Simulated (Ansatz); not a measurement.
An input meant for Sn₁₂GeH₂₀, an alloyed cluster cut from the lattice of tin (1 Ge, core) (charge 0, triplet; atoms displaced at random, 0.15 Å in each coordinate; with a point charge).

```yaml
crystal:
  periodic: [false, false, false]
  atoms:
    - {symbol: Sn, position_ang: [0.622451, -4.077363, 0.517386]}
    - {symbol: Sn, position_ang: [-2.867511, 2.619965, -2.629471]}
    - {symbol: Sn, position_ang: [0.864205, -0.935685, -2.916059]}
    - {symbol: Sn, position_ang: [-2.231149, -0.865728, 0.335409]}
    - {symbol: Sn, position_ang: [0.636087, -0.620879, 3.639984]}
    - {symbol: Sn, position_ang: [0.557596, 2.358752, 0.380466]}
    - {symbol: Sn, position_ang: [4.058068, -0.754515, 0.592096]}
    - {symbol: Sn, position_ang: [-4.135273, 0.988554, -1.152284]}
    - {symbol: Sn, position_ang: [-0.991366, -2.387706, -0.926198]}
    - {symbol: Sn, position_ang: [2.566185, -2.465963, 2.170341]}
    - {symbol: Sn, position_ang: [-0.573321, 4.148384, -1.133228]}
    - {symbol: Sn, position_ang: [2.497712, 1.043033, -0.969753]}
    - {symbol: Ge, position_ang: [-0.964193, 0.723890, 2.066642]}
    - {symbol: H, position_ang: [1.876080, -5.161386, -0.385112]}
    - {symbol: H, position_ang: [-0.221046, -5.122707, 1.988643]}
    - {symbol: H, position_ang: [-3.729547, 3.874381, -3.500726]}
    - {symbol: H, position_ang: [-1.905202, 1.637485, -3.526361]}
    - {symbol: H, position_ang: [1.998599, -1.982431, -3.395646]}
    - {symbol: H, position_ang: [-0.026185, -0.034032, -3.955361]}
    - {symbol: H, position_ang: [-3.065269, -1.795442, 1.884121]}
    - {symbol: H, position_ang: [-0.278281, -1.597220, 4.448282]}
    - {symbol: H, position_ang: [1.940889, 0.448164, 4.619363]}
    - {symbol: H, position_ang: [1.915032, 3.356182, 1.696389]}
    - {symbol: H, position_ang: [5.077910, -1.607458, -0.328281]}
    - {symbol: H, position_ang: [5.112317, 0.196324, 1.470260]}
    - {symbol: H, position_ang: [-5.120927, -0.043817, -2.072917]}
    - {symbol: H, position_ang: [-5.373914, 1.675907, 0.336899]}
    - {symbol: H, position_ang: [-1.939309, -3.228696, -1.930345]}
    - {symbol: H, position_ang: [3.313119, -3.362581, 3.305574]}
    - {symbol: H, position_ang: [0.065165, 4.953612, -1.616657]}
    - {symbol: H, position_ang: [-1.675124, 5.020424, 0.033046]}
    - {symbol: H, position_ang: [3.125910, 2.065664, -1.997179]}
    - {symbol: H, position_ang: [-1.589917, 1.695499, 2.757719]}
basis:
  gaussian: {orbitals: def2-TZVP, fitting: {mean_field: def2-universal-jkfit}, nuclear_model: gaussian, point_charges: [{charge: 2.00, position_ang: [8.016, 0.150, -0.849]}]}
magnetization: {spin_polarized: true, initial_magnetization: 2}
hamiltonian: {xc: {name: HF}}
correlation: {method: mp2, frozen_orbitals: {Sn: 9}}
```

```sh
$ ansatz run in.yaml --threads 2 --pin off --events-out ev --progress --plain --max-ram 32768MiB --backend cuda --devices 0, --max-vram 18GiB
```

It prints (some lines left out):

```
Functional definition: HF
Error: "frozen_orbitals" has no count for Ge
```

In this input frozen orbitals are typed for one element alone, and the program wants a count for each (the count typed has to fit that element's core, too). The input was rejected before any iteration.
